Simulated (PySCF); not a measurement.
Electron correlation in Ru²⁺ (ruthenium, charge +2)

[Kr] 4d6, high-spin 5D determinant. Computed with PySCF 2.14 in ANO-RCC-VTZP (7s6p4d2f1g, 68 functions), with scalar relativity by spin-free X2C-1e. Frozen: [Ar] 3d10; 14 electrons correlated.

MP2 pair energies summed by pair of shells (mhartree):

```json
{"pair": "4p-4d", "energy": "-166.62", "share (%)": "41.8"}
{"pair": "4d-4d", "energy": "-105.57", "share (%)": "26.5"}
{"pair": "4p-4p", "energy": "-68.37", "share (%)": "17.1"}
{"pair": "4s-4p", "energy": "-30.32", "share (%)": "7.6"}
{"pair": "4s-4d", "energy": "-23.53", "share (%)": "5.9"}
{"pair": "4s-4s", "energy": "-4.42", "share (%)": "1.1"}
```

Total MP2 correlation energy: -398.83 mhartree.

Same-spin part -133.15 and opposite-spin part -265.68 mhartree; SCS-MP2 scales them by 1/3 and 6/5 to -363.20 mhartree.
